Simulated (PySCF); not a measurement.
Molecule: SMILES O(C)C1=[N+](C)C=CN=C1, [C6H9N2O]+.

Geometry (Å), atoms numbered from 1 in this order:
```xyz
18

C     2.6488   -0.3923    0.1752
O     1.2751   -0.7791    0.1707
C     0.3351    0.1191   -0.0017
C     0.5012    1.5095   -0.1949
N    -0.5128    2.3141   -0.3574
C    -1.7433    1.8158   -0.3423
C    -1.9705    0.4685   -0.1580
N    -0.9305   -0.3663    0.0103
C    -1.1175   -1.7850    0.2075
H     2.8577    0.3026    0.9898
H     3.2040   -1.3150    0.3309
H     2.9345    0.0498   -0.7803
H     1.4840    1.9574   -0.2144
H    -2.5517    2.5172   -0.4806
H    -2.9623    0.0427   -0.1427
H    -0.6017   -2.3378   -0.5794
H    -0.6832   -2.0852    1.1627
H    -2.1759   -2.0297    0.1930
```

Total charge +1.

Frames of a GFN2-xTB Langevin trajectory at 300 K; GIAO PBE0/pcSseg-1 shieldings in PySCF 2.14.0 with density-fitted response routines, gas phase, non-relativistic; equivalent atoms averaged within each frame.

Shifts are taken against calculated references (same method and geometry level): 13C (186.93 ppm), 1H (31.72 ppm) against TMS; 17O (336.08 ppm) vs H2O; NH3 for 15N (267.73 ppm). The references are static minima.

How do the shifts (ppm) fluctuate along the trajectory?

Results:


| time (fs) | C3 | C6 | C4 | C7 | C1 | C9 | O2 | N5 | N8 | H13 |
| --- | --- | --- | --- | --- | --- | --- | --- | --- | --- | --- |
| 250 | 162.9 | 145.7 | 142.3 | 132.6 | 78.9 | 31.7 | 163.9 | 411.8 | 219.2 | 9.28 |
| 425 | 157.7 | 145.9 | 139.4 | 138.2 | 59.3 | 51.4 | 139.7 | 425.6 | 230.4 | 9.24 |
| 625 | 159.6 | 141.1 | 143.6 | 138.4 | 67.7 | 49.6 | 152.2 | 414.5 | 219.0 | 9.44 |
| 800 | 158.2 | 150.8 | 152.5 | 138.5 | 61.9 | 42.7 | 145.8 | 438.6 | 209.4 | 9.50 |
| 1000 | 157.9 | 147.9 | 139.3 | 141.9 | 60.4 | 44.7 | 138.0 | 426.9 | 217.1 | 9.17 |
| mean of frames | 159.3 | 146.3 | 143.4 | 137.9 | 65.7 | 44.0 | 147.9 | 423.5 | 219.0 | 9.33 |
| standard deviation | 2.2 | 3.5 | 5.4 | 3.3 | 8.1 | 7.7 | 10.6 | 10.8 | 7.5 | 0.14 |

5 frames give an uncertainty of the mean of about the standard deviation over 2.2 at best, since frames this close in time may not be independent; classical motion lacks zero-point vibration, and the reference would need the same averaging.
